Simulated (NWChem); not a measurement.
Program: NWChem. System: HGa, charge 0, spin multiplicity 1, at a geometry optimised with PBE0/def2-SVP. The structure started from a generated list of species. Level: G0W0@PBE/def2-SVPD, RI basis def2-svpd-rifit.

Part of the output:

```
             Northwest Computational Chemistry Package (NWChem) 7.3.0
             --------------------------------------------------------

                                NWChem Input Module
                                -------------------

 Scaling coordinates for geometry "geometry" by  1.889725989
 (inverse scale =  0.529177249)

 Turning off AUTOSYM since
 SYMMETRY directive was detected!

                             Geometry "geometry" -> ""
                             -------------------------

 Output coordinates in angstroms (scale by  1.889725989 to convert to a.u.)

  No.       Tag          Charge          X              Y              Z
 ---- ---------------- ---------- -------------- -------------- --------------
    1 Ga                  31.0000     0.00000000     0.00000000     0.05257600
    2 H                    1.0000     0.00000000     0.00000000    -1.62985100

 Effective nuclear repulsion energy (a.u.)       9.7504942081

            Nuclear Dipole moment (a.u.)
            ----------------------------
        X                 Y               Z
 ---------------- ---------------- ----------------
     0.0000000000     0.0000000000     0.0000094486

      Symmetry information
      --------------------

 Group name             C2v
 Group number             16
 Group order               4
 No. of unique centers     2

      Symmetry unique atoms

     1    2


 Summary of "ao basis" -> "" (spherical)
 ------------------------------------------------------------------------------
       Tag                 Description            Shells   Functions and Types
 ---------------- ------------------------------  ------  ---------------------
 *                         def2-svpd                  on all atoms

 new library libraries.bse/

 Summary of "ri basis" -> "" (spherical)
 ------------------------------------------------------------------------------
       Tag                 Description            Shells   Functions and Types
 ---------------- ------------------------------  ------  ---------------------
 *                      def2-svpd-rifit               on all atoms

  pbe96 is a nonlocal functional; adding pw91lda local functional.

                                 NWChem DFT Module
                                 -----------------

 Summary of "ao basis" -> "ao basis" (spherical)
 ------------------------------------------------------------------------------
       Tag                 Description            Shells   Functions and Types
[...]
  ----- ------------  ---------------      ----- ------------  ---------------
     6      2.315615  1 Ga s                  5     -1.764161  1 Ga s
     4     -0.354305  1 Ga s                 40      0.234129  2 H  s
    18      0.228172  1 Ga pz                 3      0.190648  1 Ga s
    15      0.120186  1 Ga pz                36      0.087952  1 Ga d  0
    39      0.056384  2 H  s                 12     -0.046503  1 Ga pz

 center of mass
 --------------
 x =   0.00000000 y =   0.00000000 z =   0.05353638

 moments of inertia (a.u.)
 ------------------
          10.040400197740           0.000000000000           0.000000000000
           0.000000000000          10.040400197740           0.000000000000
           0.000000000000           0.000000000000           0.000000000000

     Multipole analysis of the density
     ---------------------------------

     L   x y z        total         alpha         beta         nuclear
     -   - - -        -----         -----         ----         -------
     0   0 0 0     -0.000000    -16.000000    -16.000000     32.000000

     1   1 0 0     -0.000000     -0.000000     -0.000000      0.000000
     1   0 1 0      0.000000      0.000000      0.000000      0.000000
     1   0 0 1      0.171023      0.085507      0.085507      0.000009

     2   2 0 0    -11.707671     -5.853835     -5.853835      0.000000
     2   1 1 0     -0.000000     -0.000000     -0.000000      0.000000
     2   1 0 1      0.000000      0.000000      0.000000      0.000000
     2   0 2 0    -11.707671     -5.853835     -5.853835      0.000000
     2   0 1 1     -0.000000     -0.000000     -0.000000      0.000000
     2   0 0 2    -17.151821    -13.472028    -13.472028      9.792235

 Task  times  cpu:        4.4s     wall:        4.4s

                                NWChem Input Module
                                -------------------

                                 NWChem GW Module
                                 ----------------

                             ***********************
                             ***        GW       ***
                             ***********************

 Summary of "ri basis" -> "ri basis" (spherical)
 ------------------------------------------------------------------------------
       Tag                 Description            Shells   Functions and Types
 ---------------- ------------------------------  ------  ---------------------
 Ga                     def2-svpd-rifit             37      143   11s10p8d5f3g
 H                      def2-svpd-rifit              9       23   4s3p2d

                 Memory Information
                 ------------------
          Available GA per process is          1700.0 MBs
          Available stack per process is        700.0 MBs
          Available heap per process is           0.0 MBs

          Peak memory in Initialization
              Peak GA per process is                  1.2 MBs
              Peak stack per process is               0.0 MBs
              Peak heap per process is                1.4 MBs
              Memory not in MA per process            0.0 MBs

          Peak memory in AFF Calculation
              Peak GA per process is                  3.4 MBs
              Peak stack per process is               1.8 MBs
              Peak heap per process is                0.0 MBs
              Memory not in MA per process            1.8 MBs

          Computing 2-center integrals
          Computing Inverse Cholesky factor
          Computing 3-center integrals
          Computing V_xc ...

          Computing Sigma_x
          Computing RPA polarizability
          Solving quasiparticle equations

                  Alpha Orbitals
          State     Energy (eV)     Error (eV)
          -----------------------------------
@GW        13        -24.038           0.004
@GW        14        -24.245           0.001
@GW        15        -11.658           0.005
@GW        16         -7.832           0.002
@GW        17          0.497           0.002
@GW        18          0.497           0.002

   Applying  -2.8506 eV scissor-shift to rest of particle states

   Applying   2.9927 eV scissor-shift to rest of hole states

     GW Timing Statistics
   ------------------------
   Init.   :          0.1s
     ERIs  :          0.2s
     Distr.:          0.0s
     Vxc   :          0.1s
   Sigma_x :          0.0s
   RPA     :          0.1s
   Wmn     :          0.0s
   Sigma_c :          0.0s
   GW total:          0.5s

 Task  times  cpu:        0.5s     wall:        0.5s

 Total times  cpu:        5.0s     wall:        5.0s
```

**Question.** Write an NWChem input that would produce this output.

**Answer.** This is not unique; one that fits is 
```
start mol
memory heap 200 mb stack 700 mb global 1700 mb
geometry units angstroms nocenter noautoz
  Ga     0.000000     0.000000     0.052576
  H      0.000000     0.000000    -1.629851
  symmetry group C2v
end
basis spherical
  * library def2-svpd
end
basis "ri basis" bse spherical
  * library def2-svpd-rifit
end
dft
  xc xpbe96 cpbe96
  iterations 100
  direct
  tolerances tight
end
task dft energy
gw
  states alpha occ 4 vir 2
end
task dft gw
```
